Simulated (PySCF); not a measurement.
## A small calculation by hand: chemical shift, span and skew from a shielding tensor

Mg(OH)(OMe) (CH4MgO2), SMILES C[O][Mg][OH]. Atoms are numbered in the order given.

```xyz
8

Mg     0.0000     0.0000     0.7095
O      0.0000     0.0000     2.4695
H      0.0000     0.0000     3.4224
O      0.0000     0.0000    -1.0603
C      0.0000     0.0000    -2.4399
H     -0.8905     0.5141    -2.8571
H      0.8905     0.5141    -2.8571
H      0.0000    -1.0282    -2.8571
```
Charge 0, spin multiplicity 1.

Geometry optimised at B3LYP-D3(BJ)/def2-SVP. One conformer was computed; it need not be the lowest.

GIAO shieldings from KT2/pcSseg-1 (PySCF), non-relativistic, no solvent. The symmetric part of the tensor of C5 has the principal values 96.0, 96.0, 182.7 ppm. The same nucleus in TMS has σ = 185.1 ppm at this level (PySCF, at its B3LYP-D3(BJ)/def2-TZVP geometry).

### Question
Work out the isotropic shielding, the ¹³C shift against TMS, the span and the skew.

### Answer

σ(iso) = (σ11 + σ22 + σ33)/3 = 124.9 ppm. δ = σ(ref) − σ(iso) = 185.1 − (124.9) = 60.2 ppm.
Span Ω = σ33 − σ11 = 86.7 ppm. Skew κ = 3(σ(iso) − σ22)/Ω = 1.00, an axial tensor. Tumbling in solution averages the tensor to δ; in a static solid the shielding alone would spread this spin-1/2 line over Ω.
